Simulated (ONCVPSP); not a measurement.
# Er: one change to an ONCV potential, before and after

* Element: erbium (Er)
* Generator: ONCVPSP 4.0.1
* Type: optimised norm-conserving Vanderbilt (ONCV)
* Functional: PBE
* Relativity: scalar-relativistic
* Frozen core: [Kr] 4d10 4f11
* Valence charge: 11
* Reference configuration: 5s2 5p6 5d1.5 6s1.5
* Partial waves: 5s+6s: rc 1.85 bohr, ncon 4, nbas 7, qcut 5.5 1/bohr, 2 projectors; 5p: rc 1.45 bohr, ncon 5, nbas 8, qcut 6.2 1/bohr, 2 projectors, debl 1.6 Ha; 5d: rc 3.40 bohr, ncon 5, nbas 10, qcut 5 1/bohr, 1 projector
* Local potential: polynomial inside 1.10 bohr (lpopt 5, dvloc0 4 Ha)
* Core correction: Teter function, fcfact 3.75, rcfact 1.45

Change: local potential polynomial inside 1.10 bohr (lpopt 5, dvloc0 9.5 Ha).

Cutoffs: the cutoffs (Ha) at which the residual kinetic energy of the hardest occupied pseudo-wave falls to 1 and 0.1 mHa per electron; they do not see the model core or the augmentation charge, which bear on the density cutoff. Errors are all-electron minus pseudo energies relative to the spin-unpolarised reference configuration.

Q: How do hardness, ghosts and transferability respond?

A: The potential gets neither clearly harder nor softer (42 Ha and 82 Ha → 42 Ha and 82 Ha); the errors of the 4 common tests hardly move; the range in which the s phases agree widens (upper end 1.6 → 4.8); neither file shows a bound ghost.

| quantity | base | changed |
| --- | --- | --- |
| cutoff, loose | 42 Ha | 42 Ha |
| cutoff, tight | 82 Ha | 82 Ha |
| bound ghosts | none | none |
| GHOST(+) flags under 300 eV | s at 64.0 eV, p at 246.8 eV | s at 140.0 eV |
| error for 5s2 5p6 5d1 6s2, meV [ΔE -1.20 eV] | +2.0 | +2.0 |
| error for 5s2 5p6 5d1 6s1, meV [ΔE 5.85 eV] | -1.9 | -1.9 |
| error for 5s2 5p6 5d1 6s0, meV [ΔE 18.61 eV] | +3.4 | +3.3 |
| error for 5s2 5p6 5d1 6s0 6p1, meV [ΔE 9.79 eV] | -4.5 | -4.5 |
| s: phases at 1.87 bohr within 0.05 rad from the reference energy up to (Ha; the scan ends near 5) | 1.6 | 4.8 |
| p: phases at 1.48 bohr within 0.05 rad from the reference energy up to (Ha; the scan ends near 5) | to the end of the scan | to the end of the scan |
| d: phases at 3.45 bohr within 0.05 rad from the reference energy up to (Ha; the scan ends near 5) | 0.6 | 0.6 |
| rms error of d²Exc/dni dnj with the model core, mHa | 0.46 | 0.46 |
